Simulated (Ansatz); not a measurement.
A structure relaxed at r2SCAN-D4/def2-SVPD in Ansatz, charge -1, doublet:

```xyz
4

Si    0.4325   -1.1085    0.1230
Si    0.9588    0.4105    1.7778
Si   -0.3521    1.1428    0.0263
Sn   -1.0392   -0.4448   -1.9271
```

(1) Give its formula and point group.

(2) Summarise the bond lengths by kind (pairs closer than 1.2 times the sum of covalent radii, bridged metal pairs left out).

Results:

(1) Si₃Sn⁻ (the lowest doublet isomer of a short search). Point group C2v (tolerance 0.1 Å).

(2) 3 × Si–Si 2.31 to 2.39 Å; 2 × Si–Sn 2.61 Å.

In the def2 sets Sn takes a core potential; there is no spin–orbit coupling. The relaxation made no stability test and no search for a lower SCF solution. The structure comes from a short search, and lower isomers may exist.
